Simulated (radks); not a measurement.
Question: The table gives one normalised radial function P(r) = r R(r) of Pt in [Xe] 4f14 5d9 6s1 (r in bohr). Calculated with a radial shooting solver on a logarithmic mesh with Libxc functionals: scalar-relativistic Kohn-Sham, r2SCAN, spin-polarised, spherical densities, finite nucleus; open shells are filled with parallel spins first (spin-orbit coupling, left out, can overturn this in heavy ions); meta-GGA in the generalised Kohn-Sham scheme; Fermi nuclear charge, rms radius 5.427 fm.

r	P
0.001187	0.0000
0.001609	0.0000
0.00218	0.0000
0.002979	0.0000
0.004037	0.0000
0.005471	0.0000
0.007475	0.0000
0.01013	0.0001
0.01373	0.0004
0.01861	0.0012
0.02542	0.0035
0.03445	0.0099
0.04669	0.0266
0.06379	0.0686
0.08645	0.1591
0.1172	0.3333
0.1601	0.6246
0.2169	0.9875
0.294	1.3110
0.4016	1.4261
0.5443	1.2403
0.7377	0.8600
1.008	0.4588
1.366	0.1883
1.851	0.0560
2.529	0.0108
3.427	0.0013
4.645	0.0001
6.346	0.0000
8.6	0.0000

Which n and l does it have? It may be an empty orbital.

Answer: n = 4, l = 3: the number of nodes gives n - l - 1 = 0, the rise at small r (about r^(l+1), flatter next to the nucleus through relativity) gives l, and the extent must fit the shell. The curve is that of 4f up; the table hardly tells the two spins apart. 4f up: eigenvalue -70.798 eV, 0 radial nodes, <r> = 0.516 bohr, 90 % of the charge inside 0.833 bohr.
